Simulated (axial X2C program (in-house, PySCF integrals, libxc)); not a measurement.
## Spectroscopic constants of BAs

Computed with an in-house relativistic program for diatomic molecules. Spin-free means the one-electron spin-free X2C Hamiltonian; two-component (2c) means X2C with spin–orbit coupling and atomic mean-field two-electron Coulomb and Gaunt terms, so the difference of the two also holds small scalar two-electron terms. Basis: As dyall-cv3z [9s9p6d4f1g], B dyall-v3z [7s6p2d1f] (cores contracted in-house); Gaussian nuclei, density fitting, unrestricted open shells. Masses: As 74.922 u, B 11.009 u.

Input:
```json
{"zs": [33, 5], "q": 0, "bas": ["dyall-cv3z", "dyall-v3z"], "levels": ["PBE0", "HF", "PBE50"], "cc": true, "r0": 2.06, "thr": -2.0, "nmax": 90, "npts": 10, "nst": 2, "ntry": 6}
```
```bash
python so2c.py task.json out
```

Keys: zs atomic numbers; q charge; bas basis sets; levels methods; cc coupled cluster on or off; r0 starting distance in Å; thr threshold in hartree for freezing inner shells (an s shell follows its p shell); nmax most natural virtual spinors; npts points on the curve; nst determinants followed; ntry starts of the search. HF also brings MP2.

State, spin-free: M_S = 1, Λ = 1 (beyond evenly filled blocks: σα, π+α, π+β, π-α); electrons by block: σα: 10, σβ: 9, π+α: 4, π+β: 4, π-α: 4, π-β: 3, δ+α: 1, δ+β: 1, δ-α: 1, δ-β: 1. Fragments: As + B.

State, 2c: Ω = 2 (⟨Sz⟩ = 1.00, ⟨Lz⟩ = 1.00 at PBE0); electrons by block: 1/2: 14, -1/2: 13, 3/2: 5, -3/2: 4, 5/2: 1, -5/2: 1. Fragments: As + B.

| Hamiltonian | level | Re (Å) | ωe (cm⁻¹) | ωexe (cm⁻¹) | αe (cm⁻¹) | De (eV) | μ (D) |
| --- | --- | --- | --- | --- | --- | --- | --- |
| spin-free | PBE0 | 1.840 | 821.1 | 4.95 | 0.00395 | 3.03 | -0.14 |
| spin-free | PBE50 | 1.824 | 852.6 | 5.5 | 0.004 | 2.77 | 0.06 |
| 2c | PBE0 | 1.841 | 819.9 | 4.93 | 0.00394 | 3.08 | -0.14 |

Dipoles are positive if B is the positive end.

The state is a single determinant with fixed occupations, the lowest that a limited PBE0 search found. De is counted from the lowest determinant-based energies of the atoms at the same level, without counterpoise correction. Density functionals use the spin component along the axis (collinear). In 2c an atomic determinant is not the ground J level, so De misses part of the atomic spin–orbit lowering. This holds for PBE0. Other states lie close and PBE0, whose exact exchange favours high spin, may order them wrongly; the determinant shown need not be the ground state. The nearest other spin-free determinant of the search, M_S = 0, Λ = 1, lies 0.13 eV up at the distance of the search. Without a current term, density functionals place determinants with orbital angular momentum somewhat too high. With several unpaired electrons one determinant need not be a pure state. Open-shell Ω = 0 determinants with evenly filled partner blocks cannot be reached by this program, so the Ω shown need not be the lowest component.

No reliable constants came from CCSD (2c), CCSD (spin-free), CCSD(T) (2c), CCSD(T) (spin-free), HF (2c), HF (spin-free), MP2 (2c), MP2 (spin-free), PBE50 (2c): no minimum in range, unconverged points, a curve that is not smooth, a change of character along it, or the two Hamiltonians disagreeing along it.

Rough cost a point (2c) on 1 thread(s) of a shared host, integrals apart: PBE0 0.7 s.

The whole task took 98 s on 1 thread of Arm Neoverse V2, with other jobs on the host.
